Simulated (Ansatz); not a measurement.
Basis sets compared for the cluster Pd4H3. Charge 0, multiplicity 2. Geometry B3LYP-D4/def2-SVP. Ansatz on 4 threads of Intel Xeon Platinum 8259CL on a shared host; times are rough, and most runs start from earlier orbitals.

```xyz
7

Pd   -1.8507   -1.6395   -0.1175
Pd   -1.1742    0.7103   -1.0292
Pd    0.3661   -0.2986    0.9296
Pd    1.6402    1.4425   -0.8422
H     0.5132    0.2188   -0.9743
H    -1.0922   -1.2965    1.3048
H     1.5975    0.8629    0.7288
```

In the def2 sets Pd takes a core potential; there is no spin–orbit coupling. Another isomer (doublet) lies 0.21 eV lower at PBE-D4/def2-SVP; other spin states weren't run for this one.

Binding counts from free atoms (Pd singlet, H doublet) in the same basis, without a counterpoise term.

```csv
level,functions,energy (Eh),HOMO (eV),LUMO (eV),binding per atom (eV),wall time
PBE-D4/def2-SVP,139,-513.4552,-4.67,-4.39,2.21,8.5 s
PBE0-D4/def2-SVP,139,-513.3005,-5.67,-3.22,1.94,14 s
```

Task: Estimate the rows for PBE-D4/def2-TZVP (with forces), PBE0-D4/def2-TZVP.

Result: 
```json
{"level": "PBE-D4/def2-TZVP (with forces)", "functions": "178", "energy (Eh)": "-513.5928", "HOMO (eV)": "-4.67", "LUMO (eV)": "-4.39", "binding per atom (eV)": "2.22", "wall time": "10 s"}
{"level": "PBE0-D4/def2-TZVP", "functions": "178", "energy (Eh)": "-513.4326", "HOMO (eV)": "-5.66", "LUMO (eV)": "-3.20", "binding per atom (eV)": "1.95", "wall time": "33 s"}
```
